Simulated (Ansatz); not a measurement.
Reactions of `[SiH3]NBS`.

Computed with Ansatz on PBE0-D4/def2-TZVP structures; ΔE is electronic, products minus reactants. CBS: MP2 limit from def2 TZ/QZ plus the TZ coupled-cluster correction, frozen cores. This one scheme is used for every species. For Se outer-core shells are correlated without core-valence functions, which leaves a few kJ/mol of doubt a bond. Scalar relativity is left out up to krypton. Each species was taken in one conformer, which may not be the lowest.

```
                                                     reaction  MP2/CBS(def2) (kcal/mol)  CCSD(T)/CBS(def2) (kcal/mol)
      `[SiH3]NBS` + `C[SiH](S)S` → `CBN[SiH3]` + `S[SiH](S)S`                       3.3                           3.5
                   `[SiH3]NBS` + H₂Se → `[SiH3]NB[SeH]` + H₂S                       0.5                           0.7
                          `[SiH3]NBS` + H₂ → `BN[SiH3]` + H₂S                      14.2                          12.2
                     `[SiH3]NBS` + CH₃OH → `COBS` + `N[SiH3]`                      -2.7                          -2.9
`[SiH3]NBS` + `O[SiH2][AlH2]` → `[AlH2][SiH2]O[SiH3]` + `NBS`                     -14.2                         -14.2
                `[SiH3]NBS` + `C=CCO` → `C=CCO[SiH3]` + `NBS`                      -9.5                          -9.3
                          `[SiH3]NBS` + H₂ → `BS` + `N[SiH3]`                      23.8                          22.2
                        `[SiH3]NBS` + H₂O → `OBN[SiH3]` + H₂S                     -10.8                         -11.8
                               `[SiH3]NBS` → `NBS` + `[SiH2]`                      71.9                          66.8
```

Largest T1 diagnostic: 0.015, for `BS`.
